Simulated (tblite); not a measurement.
Input of a run (GFN2-xTB geometry optimisation, gas phase (tblite 0.8.0)), started from a force field or distance geometry:
```
{"job": {"kind": "relax", "xc": "GFN2-xTB", "basis": "xTB"}, "charge": 0, "multiplicity": 2}
N      2.611900    -0.013000     0.467000
C      1.469100    -0.892600     0.191900
C      0.140300    -0.238200     0.538200
C     -1.038600    -1.120700     0.249500
C     -2.138500    -0.294800    -0.253000
S     -3.677200    -0.810200    -0.642000
C     -1.696500     1.142700    -0.366200
C     -0.168300     1.003600    -0.327200
H      3.478200    -0.507600     0.270100
H      2.578100     0.782400    -0.167300
H      1.590900    -1.804300     0.806500
H      1.499000    -1.213500    -0.847300
H      0.103400     0.044700     1.606700
H     -1.150900    -2.156100     0.561800
H     -2.066600     1.706500     0.507900
H     -2.039300     1.622200    -1.271600
H      0.301200     1.907200     0.065200
H      0.194800     0.847900    -1.355200
```

Output (eV, eV/Å):
```
step      E/eV     max force
  0    -654.30712    3.477
  1    -654.53759    1.055
  2    -654.56844    0.530
  3    -654.59170    0.523
  4    -654.60486    0.243
  5    -654.61259    0.215
  6    -654.61789    0.231
  7    -654.62398    0.200
  8    -654.62815    0.151
  9    -654.63069    0.116
 10    -654.63225    0.113
 11    -654.63360    0.092
 12    -654.63482    0.101
 13    -654.63575    0.070
 14    -654.63643    0.066
 15    -654.63703    0.061
 16    -654.63763    0.065
 17    -654.63815    0.048
 18    -654.63856    0.045
 19    -654.63891    0.052
 20    -654.63927    0.047
 21    -654.63966    0.049
 22    -654.64009    0.055
 23    -654.64064    0.067
 24    -654.64146    0.085
 25    -654.64268    0.092
 26    -654.64416    0.100
 27    -654.64555    0.089
 28    -654.64673    0.096
 29    -654.64767    0.107
 30    -654.64853    0.093
 31    -654.64942    0.063
 32    -654.65015    0.049
 33    -654.65059    0.037
 34    -654.65083    0.030
 35    -654.65102    0.025
 36    -654.65116    0.028
 37    -654.65126    0.025
 38    -654.65137    0.025
 39    -654.65148    0.024
 40    -654.65160    0.026
 41    -654.65173    0.029
 42    -654.65188    0.029
 43    -654.65202    0.027
 44    -654.65215    0.026
 45    -654.65224    0.023
 46    -654.65232    0.022
 47    -654.65239    0.021
 48    -654.65246    0.016
 49    -654.65252    0.019
 50    -654.65257    0.016
 51    -654.65262    0.017
 52    -654.65267    0.017
 53    -654.65271    0.014
 54    -654.65275    0.014
 55    -654.65280    0.014
 56    -654.65285    0.017
 57    -654.65290    0.018
 58    -654.65294    0.013
 59    -654.65297    0.009
```

Question: Summarise the run.

Answer: The energy falls by 33.4 kJ/mol over 59 L-BFGS steps, the largest force on an atom goes from 3.48 to 0.009 eV/Å, and the atoms move by 0.157 Å rms after alignment. The bond that changes most is C4–C5 (ends: carbon bonded to 2 C and H; carbon bonded to 2 C and S), which shortens by 0.113 Å. Bonds longer at the end by more than 0.005 Å: 4 of 18; shorter: 8. Among the angles that change most is C2–C3–H13, from 111.0° to 106.4°. Among the dihedrals that turn most is H13–C3–C8–H18, from 161° to 145°. The energy never rose by more than 1e-5 eV on the way. The first step brought 67 % of the lowering.

Question: What are the final bond lengths?

Answer: N1–C2 1.451 Å, C2–C3 1.535 Å, C3–C4 1.491 Å, C4–C5 1.351 Å, C5=S6 1.699 Å, C5–C7 1.505 Å, C7–C8 1.535 Å, C3–C8 1.542 Å, N1–H9 1.013 Å, N1–H10 1.014 Å, C2–H11 1.094 Å, C2–H12 1.104 Å, C3–H13 1.098 Å, C4–H14 1.075 Å, C7–H15 1.093 Å, C7–H16 1.090 Å, C8–H17 1.088 Å, C8–H18 1.092 Å. Numbering counts from 1 in the input's order; the species is `NC[C@@H]1[CH]C(=S)CC1` [radical].

Its GFN2-xTB frequencies are all real (lowest 72 cm⁻¹). 3 starts were optimised and ended at 0.00, 0.01 and 1.02 kcal/mol (GFN2-xTB); the lowest of these is shown.

One conformer stands for the species.

All values are computed, not measured.
